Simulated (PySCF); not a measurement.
WSCl₄, SMILES [S]=[W]([Cl])([Cl])([Cl])[Cl], multiplicity 1. Geometry optimised at r2SCAN-D4/def2-SVP. The spin state was assumed, not searched. The isomer is the one that the SMILES or the coordinates give; other isomers of the formula were not compared. The def2 effective core potentials stand for the cores of W; spin–orbit coupling is left out.

### Question
Give the equilibrium geometry at r2SCAN-D4/def2-SVP (PySCF confirms it by a frequency run) as bond lengths and angles, and its point group. (Estimate from the structure and the level; the computed values follow.)

### Answer
point group C3v.
Atoms: W1 S2 Cl3 Cl4 Cl5 Cl6. Bonds (Å): W1–S2 2.147, W1–Cl3 2.399, W1–Cl4 2.276, W1–Cl5 2.276, W1–Cl6 2.276. Angles (°): S2–W1–Cl3 180.0, S2–W1–Cl4 94.0, S2–W1–Cl5 94.0, S2–W1–Cl6 94.0, Cl3–W1–Cl4 86.0, Cl3–W1–Cl5 86.0, Cl3–W1–Cl6 86.0, Cl4–W1–Cl5 119.5, Cl4–W1–Cl6 119.5, Cl5–W1–Cl6 119.5.
